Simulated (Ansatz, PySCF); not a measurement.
B(Br)(Me)(NH2) (CH5BBrN), SMILES NB(C)Br. Atoms are numbered in the order given.

```xyz
9

B      0.0853    -0.9500     0.0000
Br    -0.0437     1.0111     0.0000
C     -1.2378    -1.7950     0.0000
H     -1.8520    -1.5467     0.8817
H     -1.0566    -2.8823     0.0000
H     -1.8520    -1.5467    -0.8817
N      1.3651    -1.4949     0.0000
H      1.5261    -2.4957     0.0000
H      2.2084    -0.9336     0.0000
```
Charge 0, spin multiplicity 1.

Geometry: B3LYP-D3(BJ)/def2-SVP. This is a generated structure with no PubChem entry under its InChIKey; it may be hypothetical. One conformer was computed; it need not be the lowest.

Vertical ionisation energy (IE) and electron affinity (EA) in eV. Rows of orbital energies are one-electron estimates. Where ΔSCF, EOM or ADC give a negative EA the extra electron is unbound and the value depends on the basis.

| level | IE | EA |
|---|---|---|
| −ε(HOMO), −ε(LUMO), HF/def2-TZVP (PySCF) | 10.86 | -2.98 |
| −ε(HOMO), −ε(LUMO), PBE/def2-TZVP (PySCF) | 6.58 | 0.52 |
| ΔSCF, PBE0/def2-SVPD (Ansatz), final states of multiplicity 2 and 2 | 10.15 | -1.05 |
| ΔSCF, PBE/def2-SVPD (Ansatz), final states of multiplicity 2 and 2 | 9.86 | -0.90 |

Question: What vertical singlet–triplet gap does ΔSCF give with PBE0/def2-SVPD (Ansatz, a program for electronic structure) and with PBE/def2-SVPD (Ansatz)? (The exact figures need the calculation; the answer reports its results.)

Answer: 6.19 and 5.92 eV (triplet above singlet where positive).
